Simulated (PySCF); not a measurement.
Computed shifts of a molecule FH6NSi2, B3LYP/pcSseg-1 run with PySCF, GIAO, gas phase, equivalent atoms averaged, in ppm (number of nuclei): ²⁹Si: 6.0 (1), -45.1 (1). ¹⁹F: -270.3 (1). ¹⁵N: 1.7 (1). ¹H: 5.75 (2), 5.33 (1), 5.02 (1), 0.43 (1), 0.09 (1). References: ²⁹Si against TMS (σ = 338.7 ppm); ¹⁹F against CFCl3 (σ = 161.7 ppm); ¹⁵N against NH3 (σ = 265.5 ppm); ¹H against TMS (σ = 31.68 ppm), references at their B3LYP-D3(BJ)/def2-TZVP geometries, non-relativistic. Geometry: PBE-D3(BJ)/def2-SVP. Other conformers were not sampled.

Problem. Pick the molecule that these values belong to.
(A) F[SiH2]N[SiH3]
(B) N[SiH2][SiH2]F
(C) N[Si@H](F)[SiH3]

Solution. B, N[SiH2][SiH2]F
